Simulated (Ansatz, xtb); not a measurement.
## Relative energy of two conformers of H4InSeSi

Structure X: `[SiH3][Se][InH]`, a doublet. Structure Y: `[SiH3][Se][InH]`, a doublet. Both are isolated molecules in the gas phase, relaxed with PBE0-D3(BJ)/def2-SVP.

X (Å):

```xyz
7

In    0.4190   -2.5741   -3.8261
Se   -0.1946   -0.7365   -2.1357
Si    1.5114   -1.1436   -0.6761
H     1.3672   -0.1665    0.4428
H     1.4498   -2.5300   -0.1221
H    -0.6465   -2.6932   -5.2385
H     2.8480   -0.9550   -1.3171
```

Y (Å):

```yaml
atoms:
  - { symbol: In, position_ang: [2.6103, -3.0868, -3.1558] }
  - { symbol: Se, position_ang: [0.3816, -3.4976, -1.9397] }
  - { symbol: Si, position_ang: [0.0633, -1.3606, -1.2017] }
  - { symbol: H, position_ang: [1.0833, -0.4376, -1.7885] }
  - { symbol: H, position_ang: [0.1680, -1.3030, 0.2874] }
  - { symbol: H, position_ang: [-1.2975, -0.8931, -1.6031] }
  - { symbol: H, position_ang: [3.2771, -1.4390, -3.1283] }
```

Problem. Which of the two would you expect CCSD(T)/def2-SVP + ΔMP2/def2-TZVPP electronic energies to favour?

Solution. Too close to call at this level: CCSD(T)/def2-SVP + ΔMP2/def2-TZVPP gives E(Y) − E(X) = +0.035 eV.

Level by level:

```
                             level              geometry  E(Y) − E(X) (eV)  departure from the last row (eV)  job, with rough time for the two
              PBE0-D3(BJ)/def2-SVP  PBE0-D3(BJ)/def2-SVP              +0.028                            −0.007               optimisation, 6 min
                       HF/def2-SVP  PBE0-D3(BJ)/def2-SVP              +0.049                            +0.014           part of the CCSD(T) run
                      MP2/def2-SVP  PBE0-D3(BJ)/def2-SVP              +0.039                            +0.004           part of the CCSD(T) run
                  CCSD(T)/def2-SVP  PBE0-D3(BJ)/def2-SVP              +0.038                            +0.003                      single point
CCSD(T)/def2-SVP + ΔMP2/def2-TZVPP  PBE0-D3(BJ)/def2-SVP              +0.035                                                  single point, 83 s
```

The largest departure from CCSD(T)/def2-SVP + ΔMP2/def2-TZVPP is that of HF/def2-SVP, 0.014 eV. A small imaginary or near-zero mode remains, so no thermal terms are given. Levels run at GFN2-xTB geometries aren't shown. The last row adds to CCSD(T) the change of the MP2 difference between the two basis sets, here −0.003 eV.

Open shells are spin-unrestricted. The correlated steps freeze 18 core orbitals; the filled d shell of In and Se is correlated, in a basis made for valence electrons. Atoms past krypton carry core potentials in the def2 sets and no spin–orbit term is included. Codes used: Ansatz 0.2.0; the last row on 2 threads of AMD EPYC 7R43 64-Core Processor (Zen 3) on a shared host.
